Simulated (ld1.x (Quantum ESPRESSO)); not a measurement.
# What the settings do to the TM potential of tungsten

Base potential:

W, norm-conserving Troullier–Martins (Kleinman–Bylander form), made with ld1.x (Quantum ESPRESSO) 7.5 (PBEsol, scalar-relativistic). Core [Xe] 4f14, reference 5d4 6s1.5 6p0.5. Waves: 6s (bound): rc 2.40 bohr; 5d (bound): rc 2.60 bohr; 6p (bound): rc 3.45 bohr. Local part: the p channel. Core correction: a·sin(br)/r model core inside 1.90 bohr.

All-electron outer shells of the reference configuration (PBEsol, scalar-relativistic, ld1.x):

```csv
shell,level (eV),outermost node (bohr),outermost maximum (bohr)
5p,-44.05,0.57,1.09
4f,-34.06,–,0.43
6s,-6.30,1.28,2.64
5d,-5.25,0.63,1.49
6p,-1.75,1.53,3.65
```

Cutoffs, loose and tight: the cutoffs (Ry, on a coarse ladder) from which the occupation-weighted sum of valence levels, in a spherical-Bessel basis at the reference potential, stays within 10 and 1 mRy of its value at 400 Ry. They do not see the model core or the augmentation charge, which bear on the density cutoff. Test errors are all-electron minus pseudo excitation energies from the reference, over the configurations 5d4 6s2 6p0; 5d4 6s1 6p0; 5d4 6s0 6p0; 5d3 6s0 6p0; 5d4.5 6s1.5 6p0; 5d4 6s1.5 6p0; 5d4 6s0 6p1. A dash means not determined; rows that change the core or the reference have their own tests.

```tsv
change	outcome	cutoff, loose	cutoff, tight	bound ghosts	largest test error (meV)
base	generated	30 Ry	30 Ry	none	-278
wave 6s (bound): rc 2.40 bohr becomes 6s (bound): rc 1.78 bohr	generated	55 Ry	100 Ry	none	-337
wave 6s (bound): rc 2.40 bohr becomes 6s (bound): rc 2.06 bohr	generated	30 Ry	40 Ry	none	-299
wave 6s (bound): rc 2.40 bohr becomes 6s (bound): rc 2.24 bohr	generated	30 Ry	35 Ry	none	-286
wave 6s (bound): rc 2.40 bohr becomes 6s (bound): rc 2.50 bohr	generated	30 Ry	30 Ry	none	-275
wave 6s (bound): rc 2.40 bohr becomes 6s (bound): rc 2.62 bohr	generated	30 Ry	30 Ry	none	-275
wave 6s (bound): rc 2.40 bohr becomes 6s (bound): rc 2.92 bohr	generated	30 Ry	30 Ry	none	-288
wave 6s (bound): rc 2.40 bohr becomes 6s (bound): rc 3.20 bohr	generated	30 Ry	30 Ry	none	-331
wave 6s (bound): rc 2.40 bohr becomes 6s (bound): rc 3.36 bohr	generated	30 Ry	30 Ry	none	-367
wave 6s (bound): rc 2.40 bohr becomes 6s (bound): rc 3.58 bohr	generated	30 Ry	30 Ry	none	-415
```

Problem. What comes out with this change to the base: wave 6s (bound): rc 2.40 bohr becomes 6s (bound): rc 1.56 bohr?

Solution. outcome: generated; cutoff, loose: 140 Ry; cutoff, tight: 260 Ry; bound ghosts: none; largest test error (meV): -300.

Reading the sweep of the s radius (base included, trends over the rows without a ghost): The loose cutoff falls from 140 Ry at 1.56 to 30 Ry at 3.58 bohr. A larger radius leaves more room for a smooth pseudo-wave, so fewer plane waves are needed; a smaller one forces it to follow the all-electron wave where it bends sharply. The median size of the test errors (rows with all tests solved) is not monotonic: lowest 12.6 meV at 1.56 bohr, highest 20.4 meV at 3.2 bohr.
